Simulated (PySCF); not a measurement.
This script is equivalent to a calculation on O²⁺ (oxygen, charge +2).

```python
from pyscf import gto, scf, dft, mp, cc
import basis_set_exchange as bse
mol = gto.M(atom="O 0 0 0", charge=2, spin=2, symmetry="D2h",
            basis=gto.basis.parse(bse.get_basis("jorge-DZP-DKH", elements=["O"], fmt="nwchem", header=False)),
            nucmod="G")
mf = scf.UHF(mol).sfx2c1e()
mf.irrep_nelec = {'Ag': (2, 2), 'B1u': (1, 0), 'B2u': (1, 0)}
mf.kernel()
```

Q: What total energy does it give?

A: -73.13954 hartree (calculated).

Q: Which occupied shell lies highest, and where?

A: 2p α, at -55.858 eV.

Q: What is ⟨S²⟩, and what would a pure spin state give?

A: 2.004, against 2.00.
